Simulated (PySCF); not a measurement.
C₂H₄FNOSi, SMILES C[Si@@H](F)OC#N. The structure is a stationary point at PBE0-D3(BJ)/def2-SVP. The structure was generated by enumeration; whether it is a known compound was not checked. Other conformers were not sampled.

Task: Give the equilibrium geometry at PBE0-D3(BJ)/def2-SVP (PySCF confirms it by a frequency run) as bond lengths and angles. (Estimate from the structure and the level; the computed values follow.)

Result: This is not unique; one that fits is 
Atoms: C1 Si2 F3 O4 C5 N6 H7 H8 H9 H10. Bonds (Å): C1–Si2 1.837, C1–H7 1.100, C1–H8 1.101, C1–H9 1.100, Si2–F3 1.614, Si2–O4 1.707, Si2–H10 1.479, O4–C5 1.280, C5–N6 1.161. Bond angles (°): Si2–C1–H7 110.7, Si2–C1–H8 110.1, Si2–C1–H9 110.5, H7–C1–H8 108.5, H7–C1–H9 108.5, H8–C1–H9 108.5, C1–Si2–F3 111.2, C1–Si2–O4 105.3, C1–Si2–H10 117.9, F3–Si2–O4 106.4, F3–Si2–H10 108.0, O4–Si2–H10 107.5, Si2–O4–C5 127.9, O4–C5–N6 178.3.
